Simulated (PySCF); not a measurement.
## Ionisation energy of B⁺ by level of theory

B⁺ [He] 2s2 (1S) → B²⁺ [He] 2s1 (2S), as a difference of total energies. All numbers are calculated (PySCF 2.14, the spin-free X2C one-electron Hamiltonian (Gaussian nucleus), in dyall-av3z (15s9p3d2f, 71 functions)). Correlated levels: valence: 1s2 frozen; virtual orbitals above 40 to 60 times the deepest correlated orbital energy dropped. The calculations carry no spin-orbit coupling.

| method | ionisation energy (eV) |
| --- | --- |
| UHF | 23.449 |
| MP2 (valence) | 24.474 |
| SCS-MP2 (valence) | 24.679 |
| CCSD (valence) | 25.109 |

Errors of the correlated levels include the incompleteness of this basis and the frozen core.

With two correlated electrons CCSD is exact in that space.

Q: Which method comes closest to the reference value, and which is furthest?

A: The reference is 25.155 eV (measured; NIST Atomic Spectra Database, ionization energies). Closest: CCSD (valence) (error -0.046 eV); furthest: UHF (error -1.706 eV).
